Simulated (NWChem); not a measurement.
**Correlation energy of HO2**

```xyz
3

O      0.5033    -0.3382     0.0000
O     -0.6523     0.2932     0.0000
H      1.1922     0.3603     0.0000
```
Charge 0, spin multiplicity 2.

Everything below was run with NWChem. Structure: optimised with UB3LYP/def2-SVP, a minimum by its harmonic frequencies.

Basis set: 6-311G**. Each correlation energy counts from its own Hartree-Fock reference.

```csv
method,correlation energy (mHa),remark
UMP2,-368.0,-
SCS-UMP2,-357.9,-
CCSD on UHF,-385.3,large amplitudes
CCSD[T] on UHF,-398.7,large amplitudes
CCSD(T) on UHF,-396.9,large amplitudes
CCSD on ROHF,-390.9,large amplitudes
CCSD[T] on ROHF,-405.1,large amplitudes
CCSD(T) on ROHF,-402.9,large amplitudes
```

The values span 47.2 mHa, from CCSD[T] on ROHF (lowest) to SCS-UMP2 (highest). 

The correlated methods keep 2 core orbitals frozen. The Pople sets run with spherical d functions. The structure started from a generated list of species. The unpaired electrons of the parent sit in orbitals of symmetry a" (Cs labels of the run); other states weren't searched. No SCF solution was tested for a lower state. Open-shell Hartree-Fock references start from PBE0 orbitals. Coupled-cluster values serve here as a point of comparison, not as the truth.
